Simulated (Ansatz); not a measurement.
C$_{3}$H$_{8}$AlCl (`CC(Cl)[CH2][AlH2]`) at its PBE0-D4/def2-TZVP geometry, where that method's forces vanish. The species carries charge 0 and has multiplicity 1.

```xyz
13

C     1.4505   -0.3326    0.5064
C     0.1683    0.3716    0.8889
Cl    0.6006    1.8574    1.8469
C    -0.6930    0.7329   -0.2937
Al   -1.3856   -0.7851   -1.3339
H     1.2180   -1.2875    0.0217
H     2.0318    0.2794   -0.1870
H     2.0667   -0.5410    1.3811
H    -0.3901   -0.2343    1.6047
H    -1.5638    1.3153    0.0345
H    -0.1413    1.3984   -0.9695
H    -2.0608   -0.5106   -2.7435
H    -1.3014   -2.2638   -0.7566
```

**Question.** What forces (eV/Å) does ωB97M-V/def2-TZVPP give on these atoms in Ansatz 0.2.0? (Best estimate.)

**Answer.** Ansatz gave: 
```
C1   0.159 -0.116 -0.053
C2  -0.094 -0.057  0.211
Cl3  0.021  0.058  0.015
C4  -0.126  0.047 -0.180
Al5 -0.051 -0.083 -0.077
H6   0.022  0.068  0.033
H7  -0.046 -0.028  0.045
H8  -0.045  0.018 -0.063
H9   0.048  0.034 -0.077
H10  0.066 -0.030 -0.012
H11 -0.021 -0.034  0.058
H12  0.071 -0.029  0.150
H13 -0.005  0.151 -0.049
```
